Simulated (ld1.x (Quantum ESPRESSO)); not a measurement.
## Which change was made? (Kr, TM)

```json
{
  "Element": "krypton (Kr)",
  "Generator": "ld1.x (Quantum ESPRESSO) 7.5",
  "Type": "norm-conserving Troullier–Martins (Kleinman–Bylander form)",
  "Functional": "BLYP",
  "Relativity": "scalar-relativistic",
  "Frozen core": "[Ne]",
  "Valence charge": "26",
  "Reference configuration": "3s2 3p6 3d10 4s2 4p6",
  "Partial waves": "3p (bound): rc 0.90 bohr; 3d (bound): rc 0.65 bohr; 3s (bound): rc 0.60 bohr",
  "Local potential": "the s channel",
  "Core correction": "none"
}
```

Occupied shells without a wave of their own: 4p, 4s. They enter only through the test configuration that unscreens the potential.

Cutoffs, loose and tight: the cutoffs (Ry, on a coarse ladder) from which the occupation-weighted sum of valence levels, in a spherical-Bessel basis at the reference potential, stays within 10 and 1 mRy of its value at 400 Ry. They do not see the model core or the augmentation charge, which bear on the density cutoff. Test errors are all-electron minus pseudo excitation energies from the reference, over the configurations 3s2 3p6 3d10 4s2 4p5; 3s2 3p6 3d10 4s2 4p4; 3s2 3p6 3d10 4s2 4p3; 3s2 3p5 3d10 4s2 4p6; 3s1 3p6 3d10 4s2 4p6; 3s2 3p6 3d10 4s1 4p6; 3s2 3p6 3d9 4s2 4p6; variants that change the core or the reference have their own tests.

The base gives: outcome: generated, misses its reference levels by 0.55 eV; bound ghosts: not determined; largest test error (meV): -876.

Task: After one change the result is: outcome: generated, misses its reference levels by 0.28 eV; bound ghosts: not determined; largest test error (meV): -542. Which change was it?
A. local potential all-electron potential smoothed inside 0.45 bohr (lloc = -1)
B. wave 3s (bound): rc 0.60 bohr becomes 3s (bound): rc 0.52 bohr
C. local potential the d channel
D. functional revPBE
E. all radii scaled by about 0.83 (s 0.50, p 0.74, d 0.54 bohr)

Result: B. The others give: local potential all-electron potential smoothed inside 0.45 bohr (lloc = -1) → outcome: generated, misses its reference levels by 36.71 eV; bound ghosts: not determined; largest test error (meV): 7 of 7 tests not solved or not reliable (1 of them converged, to errors over 20 eV) | local potential the d channel → outcome: failed: the pseudo-atom did not reach self-consistency | functional revPBE → outcome: generated, misses its reference levels by 0.54 eV; bound ghosts: not determined; largest test error (meV): -854 | all radii scaled by about 0.83 (s 0.50, p 0.74, d 0.54 bohr) → outcome: generated, misses its reference levels by 0.27 eV; bound ghosts: not determined; largest test error (meV): -491.
